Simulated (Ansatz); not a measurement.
# Abstraction of Br: MgBr2 + CH3 → MgBr + CH3Br

Species: MgBr2 `[Br][Mg][Br]`, singlet; CH3 (methyl radical) `[CH3]`, doublet; MgBr, doublet; CH3Br (bromomethane) `CBr`, singlet. A radical takes Br: the energy is the difference in strength between the Mg–Br bond broken and the C–Br bond made.

Shapes, held fixed at every level: PBE0-D4/def2-TZVP. Programs: Ansatz 0.2.0. The zero-point and thermal change to 298 K, harmonic and unscaled (PBE0-D4/def2-TZVP), is +11.3 kJ/mol.

```csv
level,kind,ΔH(298 K) (kJ/mol),less CCSD(T)/def2-TZVPP
SPW92/def2-TZVPP,LDA,+55.3,-47.6
r2SCAN-D4/def2-TZVPP,meta-GGA,+117.0,+14.1
r2SCAN0-D4/def2-TZVPP,global hybrid,+121.2,+18.3
wB97M-V/def2-TZVPP,range-separated hybrid,+110.0,+7.1
B2PLYP/def2-TZVPP,double hybrid,+107.0,+4.1
CCSD/def2-SVP,coupled cluster or CI,+124.7,+21.8
CCSD(T)/def2-TZVPP,coupled cluster or CI,+102.9,0.0
```

The highest level, CCSD(T)/def2-TZVPP, gives ΔH(298 K) = +102.9 kJ/mol; the levels span +55.3 to +124.7. The column of differences is taken from that level and isn't an error. No measured value is set beside it here. Open shells run unrestricted unless RO is named. Relativity is left out for Br unless named. Correlated rows may include outer-core shells of Br, Mg, which these sets cover unevenly.
